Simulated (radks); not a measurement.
Q: The osmium ion Os9+ is in [Kr] 4d10 4f14 5s2 5p(1/2: 2, 3/2: 3). Calculated with a radial shooting solver on a logarithmic mesh with Libxc functionals: Dirac Kohn-Sham, BLYP, spin-unpolarised, spherical densities, finite nucleus; Fermi nuclear charge, rms radius of each element as measured or else 0.836 A^(1/3) + 0.57 fm. Sub-shells are occupied by j as written (lower j first in brackets). One electron is removed from 5p1/2, 4f5/2, 5p3/2, 4f7/2 in turn, with full relaxation. Which removal costs least, and what does each cost?

A: 5p3/2 187.89 eV; 5p1/2 203.05 eV; 4f7/2 206.87 eV; 4f5/2 209.85 eV. The 5p3/2 electron leaves first.
